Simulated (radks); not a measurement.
Species: the nitrogen ion N3+. Configuration: 2s2 3d2 (not the ground configuration).

Calculated with a radial shooting solver on a logarithmic mesh with Libxc functionals: scalar-relativistic Kohn-Sham, PBE, spin-polarised, spherical densities, finite nucleus; open shells are filled with parallel spins first; Fermi nuclear charge, rms radius 2.5582 fm.

Energy parts (eV):
part                    energy
total                 -380.586
kinetic                378.998
electron-nucleus      -850.158
Hartree                139.337
exchange-correlation   -48.763

Orbitals (lengths in bohr, moments of r in powers of bohr; <r^-3> diverges for s and p1/2):
| orbital | occ. | eigenvalue (eV) | <r^-3> | <r^4> |
|---|---|---|---|---|
| 2s up | 1 | -102.8295 | - | 1.575 |
| 2s down | 1 | -101.2317 | - | 1.507 |
| 3d up | 2 | -25.6223 | 0.3923 | 41.96 |

The highest occupied level is 3d up at -25.622 eV. Summed over all electrons, <r^2> = 11.77 bohr^2, which gives a Langevin (diamagnetic) susceptibility term of -9.32 x 10^-6 cm^3/mol. The electron density at the nucleus is 24.91 e/bohr^3 (large components only). The spin density at the nucleus is -0.3417 e/bohr^3 (2s -0.3417).
